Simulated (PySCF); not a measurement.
## Correlation energy of Zr(2+) (zirconium, charge +2)

[Kr] 4d1 5s1, high-spin 3D determinant (an excited configuration). Computed with PySCF 2.14 in aug-cc-pVTZ-DK (9s8p6d3f2g, 102 functions), with the spin-free X2C one-electron Hamiltonian (Gaussian nucleus). Frozen: [Kr]; 2 electrons correlated.

With two correlated electrons CCSD is exact within the correlated space (frozen core and kept virtual orbitals).

```tsv
level	correlation energy (mhartree)
CCSD	-6.07
```

Diagnostics: T1 = 0.0038, D1 = 0.0075, largest double amplitude 0.025.

Q: Is a single reference adequate?

A: Yes, within this model without spin-orbit coupling: T1 lies below 0.03 and no double amplitude reaches 0.07.
